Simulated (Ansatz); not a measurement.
Isolated molecules relaxed with PBE0-D4/def2-TZVP in Ansatz; ΔE leaves out vibrations. CCSD(T)/CBS adds triple-zeta CCSD(T) − MP2 to the extrapolated MP2 energy (def2 sets, frozen cores). This one scheme is used for every species. Functionals use def2-TZVPP. B3LYP here is the variant with VWN-RPA as its local correlation; programs differ in this. Triplets are unrestricted, without spin–orbit coupling. Each species was taken in one conformer, which may not be the lowest.

Consider the formal loss of a carbene: `C[SiH2][CH2][AlH2]` → `[AlH2][CH2][SiH3]` + `[CH2]` (triplet).

Problem. Is it downhill or uphill in electronic energy at CCSD(T)/CBS, and by how much? (Estimate.)

Solution. The calculation gave: Uphill: ΔE = +114.2 kcal/mol.

Problem. What do these levels give: r2SCAN-D4, ωB97X-V, B2PLYP, PBE, r2SCAN, PBE0, B3LYP, HF/def2-TZVPP, MP2/def2-TZVPP, CCSD(T)/def2-TZVPP, HF/CBS(def2), MP2/CBS(def2)? (Best estimate.)

Solution. Computed: r2SCAN-D4 109.3, ωB97X-V 116.3, B2PLYP 111.5, PBE 114.0, r2SCAN 108.8, PBE0 112.2, B3LYP 109.5, HF/def2-TZVPP 77.5, MP2/def2-TZVPP 114.7, CCSD(T)/def2-TZVPP 111.1, HF/CBS(def2) 77.6, MP2/CBS(def2) 117.8 kcal/mol.

Largest T1 diagnostic among the species: 0.011.

The D4 term adds +2.8 kcal/mol with B3LYP and +1.5 kcal/mol with PBE0; it sums over pairs of atoms, weighted by their polarisabilities, and B3LYP, whose exchange is more repulsive, gets the larger term. In def2-TZVPP, CCSD(T) changes the Hartree–Fock value by +33.6 kcal/mol (the triples alone add +2.8 kcal/mol) and MP2 by +37.2 kcal/mol.
